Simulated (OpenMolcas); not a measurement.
V3+ with 4 ligands (chloride) in tetrahedral coordination (Td). A charge of +0.25 e stands 2.4 Å behind each ligand. Ligand basis ANO-RCC-VDZP.

```
Program             : OpenMolcas 26.06
Method              : SS-CASPT2, IPEA 0.25 Eh, imaginary shift 0.1 Eh (closed shells correlated: 3s 3p and the ligand valence shells)
Basis               : ANO-RCC-VTZP [6s5p3d2f1g]
Scalar Hamiltonian  : DKH2, point nucleus
Active space        : 2 electrons in 5 orbitals (3d)
State averaging     : 2S+1 = 3 even, 10 roots; 2S+1 = 1 even, 15 roots
Spin-orbit coupling : state interaction with AMFI integrals over the reference wave functions
```

All ligands move together. At R = 2.15 Å the first state of the same spin is 6590 cm-1, and at R = 2.27 Å it is 4930 cm-1.

Question: A third run gives 4300 cm-1. What distance was it run at?

Answer: With a power law R^-n the two known points give n = -ln(4930 / 6590) / ln(2.27 / 2.15) = 5.34. Then R = 2.15 × (6590 / 4300)^(1/5.34) = 2.329 Å. The run was at 2.33 Å, so the estimate is off by -0.001 Å.

Roots that are degenerate in the reference are averaged as groups; the widest CASPT2 spread within a group is 910 cm-1 (the 3-fold group of multiplicity 3 near 6590 cm-1 above the lowest state of its run, R = 2.15). Shifts and gaps below about the spread of the groups concerned are not significant. Over all roots computed the reference weight is 0.71 to 0.73 in R = 2.15, 0.71 to 0.73 in R = 2.27, 0.71 to 0.73 in R = 2.33; a low but even weight reflects the number of correlated electrons. Ligand-to-metal charge-transfer states are missing. These CASPT2 states fit no ligand-field parameters well, so their order and spin gaps are uncertain. With no ligand orbital active B as a rule stays too high, so bands that hang on it stand too high and its fall with covalency is understated. With one d shell and no ligand orbital active, 10Dq can be off by a tenth or more. The least metal-like active orbital is 85 % on the metal (Löwdin) and no ligand orbital is active, so the numbers are rough (holds for R = 2.15). No measured value stands beside these numbers; the geometry is a model, was not optimised and need not be the one that this ion takes.
